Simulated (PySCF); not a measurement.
Computed shifts of a molecule C4H4F2, PBE/pcSseg-1 run with PySCF, GIAO, gas phase, atoms alike by connectivity averaged where their shifts nearly agree, in ppm (number of nuclei): ¹³C: 126.6 (1), 79.7 (1), 76.7 (1), 32.0 (1). ¹⁹F: -146.5 (1), -149.0 (1). ¹H: 6.36 (1), 3.00 (1), 2.85 (1), 2.06 (1). References: ¹³C against TMS (σ = 182.0 ppm); ¹⁹F against CFCl3 (σ = 133.6 ppm); ¹H against TMS (σ = 31.49 ppm), references at their B3LYP-D3(BJ)/def2-TZVP geometries, non-relativistic. Coordinates come from a B3LYP-D3(BJ)/def2-SVP optimisation. One conformer was computed; it need not be the lowest.

Problem. Which molecule gave these data?
(A) CC(F)=C=CF
(B) FC1(F)C=CC1
(C) C#CCC(F)F
(D) FC1=C(F)CC1

Solution. C, C#CCC(F)F
